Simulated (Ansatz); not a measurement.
Si₂₁SbH₂₈⁻, a doped nanocrystal cut from the lattice of silicon (Sb on an inner site). Total charge -1; singlet. Geometry PBE-D4/def2-SVP, that of the neutral doublet.

```xyz
50

Si    0.2513   -4.1988   -0.7678
Si   -4.4635   -2.6618    1.6451
Si    1.7365   -2.3556   -3.7968
Si    3.5501   -2.2584   -0.3933
Si    0.3998   -0.8194    1.2808
Si    3.7235    1.0209    1.5988
Si    1.9040    0.9281   -1.7803
Si    0.5767    2.4676    3.2445
Si   -1.4378   -0.9174   -2.1232
Si   -4.6453    0.5581   -0.5368
Si   -1.2410    2.3491   -0.1309
Si   -2.7496    0.6145    2.9689
Si    2.1198    4.2200    0.1941
Si    2.2428   -3.5672   -1.8452
Sb   -1.3410   -2.3148    0.0648
Si   -4.4740   -0.3208    1.6498
Si    0.5821   -0.3938   -3.2065
Si    2.3935   -0.2917    0.1661
Si   -0.7603    1.1452    1.8292
Si    2.5949    3.0097    2.1585
Si    0.7674    2.9124   -1.2221
Si   -2.5862    1.0568   -1.5655
H    -0.5807   -5.0510   -1.6951
H     0.5712   -5.0279    0.4522
H    -3.4237   -3.3270    2.5102
H    -4.5336   -3.3197    0.2904
H     0.8850   -3.2023   -4.7111
H     3.0111   -2.0050   -4.5249
H     3.8562   -3.0351    0.8641
H     4.8567   -1.9004   -1.0585
H     0.7388   -1.5455    2.5635
H     4.0356    0.2314    2.8467
H     5.0264    1.3404    0.9057
H     3.2079    1.2644   -2.4684
H     0.8632    1.7052    4.5152
H    -0.1709    3.7277    3.6075
H    -2.3015   -1.7279   -3.0637
H    -5.4089   -0.4289   -1.3887
H    -5.4559    1.8310   -0.4721
H    -1.9788    3.6116    0.2543
H    -2.4229   -0.3386    4.0949
H    -3.2754    1.8888    3.5881
H     3.4060    4.5758   -0.5111
H     1.4046    5.5013    0.5470
H     2.9954   -4.8268   -2.2169
H    -5.7547    0.1048    2.3367
H     0.2443    0.4031   -4.4480
H     3.4609    3.8509    3.0692
H     0.4483    3.6701   -2.4911
H    -2.8485    1.8471   -2.8285
```

In the def2 sets Sb takes a core potential; there is no spin–orbit coupling. Single mean-field runs in def2-SVP are fitted with def2-universal-jkfit.

**Question.** Estimate the orbital energies around the gap (eV) in Ansatz with LDA (SPW92)/def2-SVP, PBE-D4/def2-SVP, PBE0-D4/def2-SVP.

**Answer.** 
```json
{"orbital": "HOMO−5", "LDA (SPW92)/def2-SVP": "-3.90", "PBE-D4/def2-SVP": "-3.85", "PBE0-D4/def2-SVP": "-4.86"}
{"orbital": "HOMO−4", "LDA (SPW92)/def2-SVP": "-3.79", "PBE-D4/def2-SVP": "-3.74", "PBE0-D4/def2-SVP": "-4.71"}
{"orbital": "HOMO−3", "LDA (SPW92)/def2-SVP": "-3.67", "PBE-D4/def2-SVP": "-3.62", "PBE0-D4/def2-SVP": "-4.62"}
{"orbital": "HOMO−2", "LDA (SPW92)/def2-SVP": "-3.59", "PBE-D4/def2-SVP": "-3.54", "PBE0-D4/def2-SVP": "-4.49"}
{"orbital": "HOMO−1", "LDA (SPW92)/def2-SVP": "-3.11", "PBE-D4/def2-SVP": "-3.03", "PBE0-D4/def2-SVP": "-3.92"}
{"orbital": "HOMO", "LDA (SPW92)/def2-SVP": "-0.43", "PBE-D4/def2-SVP": "-0.31", "PBE0-D4/def2-SVP": "-0.71"}
{"orbital": "LUMO", "LDA (SPW92)/def2-SVP": "0.20", "PBE-D4/def2-SVP": "0.32", "PBE0-D4/def2-SVP": "0.89"}
{"orbital": "LUMO+1", "LDA (SPW92)/def2-SVP": "0.30", "PBE-D4/def2-SVP": "0.43", "PBE0-D4/def2-SVP": "1.01"}
{"orbital": "LUMO+2", "LDA (SPW92)/def2-SVP": "0.41", "PBE-D4/def2-SVP": "0.52", "PBE0-D4/def2-SVP": "1.11"}
{"orbital": "LUMO+3", "LDA (SPW92)/def2-SVP": "0.45", "PBE-D4/def2-SVP": "0.59", "PBE0-D4/def2-SVP": "1.17"}
{"orbital": "LUMO+4", "LDA (SPW92)/def2-SVP": "0.50", "PBE-D4/def2-SVP": "0.62", "PBE0-D4/def2-SVP": "1.22"}
{"orbital": "LUMO+5", "LDA (SPW92)/def2-SVP": "0.66", "PBE-D4/def2-SVP": "0.77", "PBE0-D4/def2-SVP": "1.37"}
```
